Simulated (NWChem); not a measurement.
ZnBr, doublet; SMILES [Br][Zn]

Program: NWChem. Spin-unrestricted. Structure relaxed at the PBE-D3(BJ)/def2-SVP, spin-unrestricted level. This spin state was assumed; another may lie lower. No stability test was run on the SCF state. Vertical excitations in the gas phase; the lowest state need not have the same character in each row. Excited states of an open shell can be spin-contaminated.

```tsv
level	lowest excitation (eV)	oscillator strength of that lowest state	lowest state with f > 0.02 (eV)	oscillator strength of that bright state	lowest empty minus highest occupied level, either spin (eV)
PBE/def2-SVP, TDA	2.21	0.002	4.31	0.089	1.04
B3LYP/def2-SVP, TDA	2.40	0.002	4.37	0.104	2.23
PBE0/def2-SVP, TDA	…	0.002	…	…	…
BHandHLYP/def2-SVP, TDA	3.10	0.002	4.68	0.108	4.31
```

**Question.** Some entries are withheld; supply them.

**Answer.** 
- PBE0/def2-SVP, TDA, lowest excitation (eV): 2.85
- PBE0/def2-SVP, TDA, lowest state with f > 0.02 (eV): 4.61
- PBE0/def2-SVP, TDA, oscillator strength of that bright state: 0.095
- PBE0/def2-SVP, TDA, lowest empty minus highest occupied level, either spin (eV): 2.91
